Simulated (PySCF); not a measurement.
AlF3, charge -1, doublet, at a GFN2-xTB geometry (such geometries of metal compounds can be far from the true shape) (a state made from the parent by changing its charge; the spin is typed, not shown lowest) (in this run its highest filled SCF level lies above zero, so its values depend strongly on the basis, on diffuse functions most of all). Base run: M062X/6-311G** in PySCF.

PySCF was given this input:
```python
from pyscf import gto, scf, dft

mol = gto.M(
    atom='''
Al   -0.00000000    0.00000000    0.00000000
F    -1.50335220   -0.93570325    0.04395447
F     0.00526794    1.63623601   -0.67841315
F     1.49808427   -0.70053275    0.63445868
''',
    basis='6-311g**',
    charge=-1,
    spin=1,
    verbose=4,
)

mf = dft.UKS(mol)
mf.xc = 'm062x'
mf.kernel()
```

The base run was repeated with changes; each row names its change, and settings that it needs were set with it.

| change | ΔE vs base (mEh) | fitting functions |
|---|---|---|
| base | 0.000 | - |
| auxbasis = cc-pvtz-jkfit | 0.090 | 358 |
| auxbasis = even-tempered beta=1.6 | 0.012 | 871 |
| auxbasis = autoaux | 0.043 | 556 |
| auxbasis = cc-pvtz-ri | -1.344 | 365 |
| auxbasis = def2-tzvp-ri | -1.169 | 341 |
| auxbasis = even-tempered beta=2.0 | -0.061 | 587 |
| auxbasis = def2-universal-jfit | 572.2 | 198 |
| auxbasis = def2-svp-ri | 161.7 | 206 |
| auxbasis = even-tempered beta=3.0 | -0.309 | 400 |

A fitting set is made for a task (jfit for Coulomb, jkfit for Coulomb and exchange, ri for correlation) and for a family of orbital bases.

Open shells are given as the SCF converged; they aren't shown to be the lowest states, and a large step between rows can be another state.
